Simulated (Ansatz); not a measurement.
Program: Ansatz. Geometries: PBE0-D4/def2-TZVP. ΔE: electronic, gas phase. CCSD(T)/CBS adds triple-zeta CCSD(T) − MP2 to the extrapolated MP2 energy (def2 sets, frozen cores). This one scheme is used for every species. DFT in def2-TZVPP. One conformer a species, not always the lowest.

`[CH3][Al]([SiH3])[O][SiH3]` + `[NH2][AlH2]` → `[AlH2][NH][SiH3]` + `[CH3][Al]([OH])[SiH3]`  (ligand exchange at the Si–O bond)

```
level  ΔE (kcal/mol)
 PBE0           12.5
BHLYP           15.3
```

Question: What does CCSD(T)/CBS give? (Estimate.)

Answer: Ansatz gave: +13.4 kcal/mol. The listed levels differ from it by -0.9, 1.9 kcal/mol.

Largest T1 diagnostic among the species: 0.013.

From PBE to PBE0 (25 % exact exchange), in def2-TZVPP and without D4, ΔE moves by +0.8 kcal/mol. Leaving LDA and LC-ωPBE aside and taking each functional with its dispersion term where it has one, the values, not all of them listed here, spread over 3.9 kcal/mol, from revPBE-D4 to BHLYP-D4.
